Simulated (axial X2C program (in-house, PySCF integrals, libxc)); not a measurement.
InO⁻: from the spin-free to the two-component result

Calculated with an in-house relativistic program for diatomic molecules. Spin-free means the one-electron spin-free X2C Hamiltonian; two-component (2c) means X2C with spin–orbit coupling and atomic mean-field two-electron Coulomb and Gaunt terms, so the difference of the two also holds small scalar two-electron terms. Basis: In dyall-acv3z [12s13p10d5f1g], O dyall-av3z [7s6p3d2f] (cores contracted in-house); Gaussian nuclei, density fitting, unrestricted open shells. Masses: In 114.904 u, O 15.995 u.

Spin-free state: M_S = 0, Λ = 0 (closed shell); fragments In + O- for PBE0, CCSD, CCSD(T), r2SCAN0; In- + O for HF.

```json
{"level": "PBE0", "Re (Å)": "1.911", "ωe (cm⁻¹)": "698.8", "De (eV)": "4.185", "μ (D)": "-4.19"}
{"level": "HF", "Re (Å)": "1.885", "ωe (cm⁻¹)": "770.8", "De (eV)": "n/a", "μ (D)": "-4.67"}
{"level": "CCSD", "Re (Å)": "1.930", "ωe (cm⁻¹)": "696.3", "De (eV)": "4.134", "μ (D)": "n/a"}
{"level": "CCSD(T)", "Re (Å)": "1.951", "ωe (cm⁻¹)": "655.7", "De (eV)": "4.456", "μ (D)": "n/a"}
{"level": "r2SCAN0", "Re (Å)": "1.901", "ωe (cm⁻¹)": "721.3", "De (eV)": "4.071", "μ (D)": "-4.22"}
```

Correlated methods: 10 electrons correlated (number of frozen shells: In 4 s, 3 p, 2 d; O 1 s), 290 virtual spin orbitals or spinors in MP2, 88 natural virtuals in coupled cluster.

Dipoles are positive if O is the positive end and refer to the centre of mass.

Two-component determinant lowest at the distance of the search:

Ω = 0 (closed shell); fragments In + O- for PBE0, CCSD, CCSD(T), r2SCAN0; In- + O for HF.

| level | Re (Å) | ωe (cm⁻¹) | De (eV) | μ (D) |
| --- | --- | --- | --- | --- |
| PBE0 | 1.911 | 698.3 | n/a | -4.18 |
| HF | 1.885 | 770.1 | n/a | -4.67 |
| CCSD | 1.931 | 695.7 | 3.979 | n/a |
| CCSD(T) | 1.951 | 655.4 | 4.302 | n/a |
| r2SCAN0 | 1.901 | 720.8 | n/a | -4.21 |

**Question.** From the two tables, how do the constants change at the CCSD(T) level (2c against spin-free)?

**Answer.** At the CCSD(T) level Re is unchanged within 0.001 Å and ωe drops by 0.3 cm⁻¹; De changes by -0.154 eV.

Occupations by symmetry block were frozen at the best pattern of an incomplete PBE0 search. The closed shell is kept restricted, so the energy runs too high when the bond is stretched far. Dissociation energies refer to the lowest single-determinant-based atoms at the same level and basis. De is not given where an atomic determinant may have missed its ground term or J level, or where the truncated virtual space spoils (T). Coupled cluster ran in a truncated set of natural virtual spinors; the MP2 energy of the rest was added. (T) has no such correction and the atoms are truncated less, which lowers De at CCSD(T) by a hundredth of an eV or more. The functionals have no current-density term, which raises determinants with orbital currents, atoms included. The T1 diagnostic is large, a sign of multireference character. With the outer-core shells frozen, correlated bond lengths of heavy atoms tend to come out a few hundredths of an ångström too long.
